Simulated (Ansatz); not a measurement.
A run on C6H16O4Zr (`CC[O][Zr]([OH])([O]CC)[O]CC`) with other settings.

```yaml
crystal:
  periodic: [false, false, false]
  atoms:
    - {symbol: C, position_ang: [-2.647103, 1.072739, 1.344147]}
    - {symbol: C, position_ang: [-2.188994, -0.361363, 1.501242]}
    - {symbol: O, position_ang: [-0.838002, -0.502136, 1.207590]}
    - {symbol: Zr, position_ang: [1.033162, -0.519514, 0.759417]}
    - {symbol: O, position_ang: [2.075925, -1.020550, 2.313346]}
    - {symbol: O, position_ang: [1.539529, 1.236377, 0.151465]}
    - {symbol: C, position_ang: [1.768122, 2.528987, -0.304486]}
    - {symbol: C, position_ang: [0.481735, 3.320848, -0.403384]}
    - {symbol: O, position_ang: [1.304070, -1.777861, -0.674758]}
    - {symbol: C, position_ang: [1.239476, -2.695151, -1.716840]}
    - {symbol: C, position_ang: [-0.184466, -3.133106, -1.988018]}
    - {symbol: H, position_ang: [-2.089619, 1.729110, 2.016417]}
    - {symbol: H, position_ang: [-3.711275, 1.164139, 1.577243]}
    - {symbol: H, position_ang: [-2.487168, 1.417577, 0.320008]}
    - {symbol: H, position_ang: [-2.372487, -0.702090, 2.528801]}
    - {symbol: H, position_ang: [-2.771758, -1.014729, 0.838208]}
    - {symbol: H, position_ang: [2.669931, -1.311758, 2.996036]}
    - {symbol: H, position_ang: [2.256187, 2.484878, -1.287204]}
    - {symbol: H, position_ang: [2.465760, 3.033754, 0.376889]}
    - {symbol: H, position_ang: [-0.004237, 3.387510, 0.572641]}
    - {symbol: H, position_ang: [0.680684, 4.334895, -0.760205]}
    - {symbol: H, position_ang: [-0.211808, 2.841264, -1.098130]}
    - {symbol: H, position_ang: [1.671275, -2.245623, -2.621028]}
    - {symbol: H, position_ang: [1.857719, -3.567679, -1.467175]}
    - {symbol: H, position_ang: [-0.804428, -2.275692, -2.260959]}
    - {symbol: H, position_ang: [-0.618057, -3.599166, -1.099949]}
    - {symbol: H, position_ang: [-0.215871, -3.855958, -2.807614]}
basis:
  gaussian: {orbitals: def2-TZVPD}
total_charge: -1
magnetization: {spin_polarized: true, initial_magnetization: 1}
hamiltonian: {xc: {name: wB97X-V}}
output: {forces: true}
```

```sh
$ ansatz run in.yaml --threads 11 --pin off --events-out ev --progress --plain --max-ram 166912MiB --backend cuda --devices 0, --max-vram 75GiB
```

It prints (some lines left out):

```
Functional definition: wB97X-V
2948 factors; their error is unknown
1107 factors; integrals over basis functions are off by at most 6.4e-6 eV
mean field evaluation 1: about -15943.8007 eV, gradient 6.1e1 eV
mean field evaluation 2: about -15940.0126 eV, gradient 7.5e1 eV
mean field evaluation 4: about -15958.2582 eV, gradient 2.3e0 eV
mean field evaluation 8: about -15958.4009 eV, gradient 3.9e-1 eV
mean field evaluation 16: about -15958.3844 eV, gradient 2.7e-2 eV
mean field evaluation 32: about -15958.3844 eV, gradient 3.4e-4 eV
mean field -15958.38440083 eV, -586.4598097491 hartree, gradient 1.9e-6 eV, S^2 0.750380; 6 other end points of the search recorded, 0 dependent functions left out
reference -15958.38440340 eV, -586.4598098433 hartree; 49, 48 occupied and 517, 518 virtual orbitals, 2948 factors
Total energy: -15958.38440340 eV, -586.4598098433 hartree
Atom 0 at    -2.647103     1.072739     1.344147 Å, force    -0.057486     0.180640    -0.012165 eV/Å
Atom 1 at    -2.188994    -0.361363     1.501242 Å, force     0.081002    -0.206707     0.083556 eV/Å
Atom 2 at    -0.838002    -0.502136     1.207590 Å, force    -0.527254     0.090893    -0.064347 eV/Å
Atom 3 at     1.033162    -0.519514     0.759417 Å, force     1.007416    -0.469871     1.156666 eV/Å
Atom 4 at     2.075925    -1.020550     2.313346 Å, force    -0.643855     0.310556    -0.748413 eV/Å
Atom 5 at     1.539529     1.236377     0.151465 Å, force    -0.068092     0.413056    -0.266220 eV/Å
Atom 6 at     1.768122     2.528987    -0.304486 Å, force     0.218530    -0.100451     0.072361 eV/Å
Atom 7 at     0.481735     3.320848    -0.403384 Å, force    -0.159086     0.098365    -0.011158 eV/Å
Atom 8 at     1.304070    -1.777861    -0.674758 Å, force    -0.108518    -0.164000    -0.406617 eV/Å
Atom 9 at     1.239476    -2.695151    -1.716840 Å, force     0.232689     0.009059     0.078500 eV/Å
Atom 10 at    -0.184466    -3.133106    -1.988018 Å, force    -0.179594    -0.055762    -0.024218 eV/Å
Atom 11 at    -2.089619     1.729110     2.016417 Å, force     0.052258     0.016861     0.032622 eV/Å
Atom 12 at    -3.711275     1.164139     1.577243 Å, force    -0.114309     0.006289     0.023453 eV/Å
Atom 13 at    -2.487168     1.417577     0.320008 Å, force     0.031015     0.023145    -0.076503 eV/Å
Atom 14 at    -2.372487    -0.702090     2.528801 Å, force    -0.010972    -0.005404     0.056907 eV/Å
Atom 15 at    -2.771758    -1.014729     0.838208 Å, force    -0.071242    -0.041058    -0.053393 eV/Å
Atom 16 at     2.669931    -1.311758     2.996036 Å, force     0.320090    -0.156534     0.335028 eV/Å
Atom 17 at     2.256187     2.484878    -1.287204 Å, force     0.031245     0.014588    -0.080913 eV/Å
Atom 18 at     2.465760     3.033754     0.376889 Å, force     0.026413     0.026206     0.032853 eV/Å
Atom 19 at    -0.004237     3.387510     0.572641 Å, force    -0.019591    -0.018969     0.062980 eV/Å
Atom 20 at     0.680684     4.334895    -0.760205 Å, force     0.023180     0.107783    -0.038266 eV/Å
Atom 21 at    -0.211808     2.841264    -1.098130 Å, force    -0.055795    -0.051662    -0.045815 eV/Å
Atom 22 at     1.671275    -2.245623    -2.621028 Å, force     0.021117     0.023808    -0.084655 eV/Å
Atom 23 at     1.857719    -3.567679    -1.467175 Å, force     0.017998    -0.040945     0.016652 eV/Å
Atom 24 at    -0.804428    -2.275692    -2.260959 Å, force    -0.044483     0.072277    -0.003623 eV/Å
Atom 25 at    -0.618057    -3.599166    -1.099949 Å, force    -0.003335    -0.003683     0.056023 eV/Å
Atom 26 at    -0.215871    -3.855958    -2.807614 Å, force     0.000657    -0.078480    -0.091296 eV/Å
Dipole moment:    -1.810422     0.853815    -1.854530 e Å
```

Run time 23 s (11 threads of an AMD EPYC 7R13 on a shared host and a whole NVIDIA H100 80 GB); peak host memory 1.8 GiB.
